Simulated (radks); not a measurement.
Results of a calculation; reference values are marked as such.
Q: These are the eigenvalues of the occupied orbitals of an atom or ion with whole-number occupations (eV). Code: a radial shooting solver on a logarithmic mesh with Libxc functionals. Model: scalar-relativistic Kohn-Sham, PBE, spin-polarised, spherical densities, point nucleus.

orbital  eigenvalue
1s up     -37333.32
1s down   -37333.17
2s up     -5961.432
2s down   -5961.363
2p up     -5353.069
2p down   -5352.947
3s up     -1314.664
3s down   -1314.542
3p up     -1119.636
3p down   -1119.496
3d up     -836.4798
3d down   -836.3454
4s up     -314.2660
4s down   -313.9708
4p up     -251.2215
4p down   -250.9048
4d up     -159.5614
4d down   -159.1128
5s up      -97.6732
5s down    -95.2591
5p up      -80.1613

Which element is it, and in what charge state? The configuration may be excited. Open shells, if any, are filled with parallel spins first.

A: Z = 56, barium, charge +6: Ba6+ in [Kr] 4d10 5s2 5p2. The list shows which subshells hold electrons but not how many an open one holds; the 1s level, -1372 hartree, gives Z - s = 52.4 by -(Z - s)^2/2, which with screening and relativity narrows Z to a few neighbours, and the depths of the outer levels then fix element, charge and occupations together.
